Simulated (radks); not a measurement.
The numbers below are computed, except where a source is named.
The nitrogen anion N3-, [Ne], held by a Watson sphere: a shell of charge +3 at radius R that stands for the Madelung well of a crystal (potential energy -3/R inside, -3/r outside, in hartree with lengths in bohr). Code: a radial shooting solver on a logarithmic mesh with Libxc functionals. Model: non-relativistic Kohn-Sham, r2SCAN, spin-unpolarised, spherical densities, point nucleus; meta-GGA in the generalised Kohn-Sham scheme.

R (bohr)	e(1s) (eV)	e(2s) (eV)	e(2p) (eV)	<r> 2p (bohr)	sum of <r^2> (bohr^2)	X-ray form factor at sin(theta)/lambda = 0.2 1/angstrom
2.32	-382.81	-18.075	-6.716	1.871	32.80	4.964
2.62	-383.07	-16.974	-5.863	1.990	37.00	4.789
3.75	-383.21	-14.660	-3.760	2.433	55.54	4.519
3.76	-383.21	-14.648	-3.747	2.437	55.73	4.518
3.94	-383.20	-14.459	-3.534	2.507	59.18	4.510
